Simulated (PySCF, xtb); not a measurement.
I6In2, SMILES [I][In-]1([I])[I+][In-]([I])([I])[I+]1.

xtb 6.7.1 with GFN2-xTB at its own geometry gives an orbital gap of 2.41 eV and a dipole moment of 0.01 D.

Geometry optimised at PBE0-D3(BJ)/def2-SVP. The def2 effective core potentials stand for the cores of I, In; spin–orbit coupling is left out.

Problem. What does PBE/def2-SVP run with PySCF give? (The exact figures need the calculation; the answer reports its results.)

Solution. gap 2.61 eV (levels -6.61 and -4.00 eV), dipole 0.01 D.
